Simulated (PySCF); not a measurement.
One molecule, a ladder of functionals, a line

Molecule: TMS-CH2F (C[Si](C)(C)CF, C₄H₁₁FSi).

Molfile (atoms numbered from 1):
```
C4H11FSi
     RDKit          3D

 17 16  0  0  0  0  0  0  0  0999 V2000
   -0.6570   -1.8046    0.2106 C   0  0  0  0  0  0  0  0  0  0  0  0
   -0.0163   -0.0517   -0.0288 Si  0  0  0  0  0  4  0  0  0  0  0  0
   -1.1622    0.9493   -1.1289 C   0  0  0  0  0  0  0  0  0  0  0  0
    1.7223   -0.0523   -0.7375 C   0  0  0  0  0  0  0  0  0  0  0  0
    0.0622    0.8291    1.6597 C   0  0  0  0  0  0  0  0  0  0  0  0
    0.5553    2.1136    1.4632 F   0  0  0  0  0  0  0  0  0  0  0  0
   -0.7162   -2.3234   -0.7598 H   0  0  0  0  0  0  0  0  0  0  0  0
    0.0073   -2.3934    0.8627 H   0  0  0  0  0  0  0  0  0  0  0  0
   -1.6654   -1.8120    0.6537 H   0  0  0  0  0  0  0  0  0  0  0  0
   -0.8291    1.9986   -1.1565 H   0  0  0  0  0  0  0  0  0  0  0  0
   -1.1696    0.5654   -2.1612 H   0  0  0  0  0  0  0  0  0  0  0  0
   -2.1976    0.9334   -0.7533 H   0  0  0  0  0  0  0  0  0  0  0  0
    2.1132    0.9768   -0.7648 H   0  0  0  0  0  0  0  0  0  0  0  0
    1.7410   -0.4535   -1.7631 H   0  0  0  0  0  0  0  0  0  0  0  0
    2.4077   -0.6576   -0.1233 H   0  0  0  0  0  0  0  0  0  0  0  0
   -0.9329    0.9033    2.1353 H   0  0  0  0  0  0  0  0  0  0  0  0
    0.7235    0.3029    2.3722 H   0  0  0  0  0  0  0  0  0  0  0  0
  1  2  1  0
  2  3  1  0
  2  4  1  0
  2  5  1  0
  5  6  1  0
  1  7  1  0
  1  8  1  0
  1  9  1  0
  3 10  1  0
  3 11  1  0
  3 12  1  0
  4 13  1  0
  4 14  1  0
  4 15  1  0
  5 16  1  0
  5 17  1  0
M  END
```

GIAO shieldings (ppm, equivalent atoms averaged) in PySCF 2.14.0 with density-fitted response routines on the PBE0-D3(BJ)/def2-SVP geometry, basis pcSseg-1, gas phase, non-relativistic:

| functional | exact exchange (%) | σ(C5) | σ(Si2) | σ(F6) |
| --- | --- | --- | --- | --- |
| BLYP | 0 | 91.4 | 326.1 | 461.3 |
| BP86 | 0 | 97.1 | 336.4 | 465.0 |
| PBE | 0 | 97.3 | 337.3 | 464.1 |
| B3LYP | 20 | 98.0 | 339.7 | 473.6 |
| PBE0 | 25 | 105.0 | 353.6 | 477.9 |
| BHandHLYP | 50 | 106.4 | 359.5 | 488.0 |
| HF | 100 | 119.5 | 393.9 | 505.0 |

(1) Fit each shielding as a line in the percentage of exact exchange.

(2) What does the line predict for mPW1PW91 (25 %), and what does the run give?

Answers

(1) σ(C5) = 95.4 + 0.24 x (rms 2.4 ppm); σ(Si2) = 332.8 + 0.60 x (rms 4.6 ppm); σ(F6) = 464.6 + 0.42 x (rms 2.0 ppm). The functionals also differ in their semilocal parts, which the line can't hold; Hartree–Fock has no correlation at all.

(2) σ(C5): 101.4 predicted, 104.2 computed; σ(Si2): 347.8 predicted, 352.4 computed; σ(F6): 475.1 predicted, 477.3 computed ppm.
